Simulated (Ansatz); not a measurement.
HgI2 (SMILES [I][Hg][I]), singlet, at a GFN2-xTB geometry (such geometries of metal compounds can be far from the true shape) (core potentials on Hg, I); Ansatz (a first-principles code) with B3LYP/def2-SV(P).

Ansatz was given this input:
Ansatz 0.2 input:
```yaml
crystal:
  periodic: [false, false, false]
  atoms:
    - {symbol: Hg, position_ang: [0.00000000, 0.00000000, 0.00000000]}
    - {symbol: I, position_ang: [0.00000000, 0.00000000, 2.59145947]}
    - {symbol: I, position_ang: [-0.00000000, -0.00000000, -2.59145947]}
basis:
  gaussian:
    orbitals: def2-SV_P_.json
    final_grid: {core_spheres: 6, valence_spheres: 12, degree: 29}
hamiltonian:
  xc: b3lyp
```
The basis file holds def2-SV(P) in the JSON format of the Basis Set Exchange.

The log (banner, timings and long lists left out):

```
Functional definition: B3LYP
996 factors; integrals over basis functions are off by at most 1.5e-4 eV
mean field evaluation 1: about -20385.3485 eV, gradient 2.2e1 eV
mean field evaluation 2: about -20383.5453 eV, gradient 3.4e1 eV
mean field evaluation 4: about -20386.8644 eV, gradient 5.4e-1 eV
mean field evaluation 8: about -20386.9714 eV, gradient 7.0e-3 eV
mean field -20386.97139671 eV, -749.2073800437 hartree, gradient 6.9e-5 eV, S^2 0.000000; 0 other end points of the search recorded, 0 dependent functions left out
reference -20386.97161459 eV, -749.2073880506 hartree; 35, 35 occupied and 42, 42 virtual orbitals, 996 factors
Total energy: -20386.97161459 eV, -749.2073880506 hartree
```
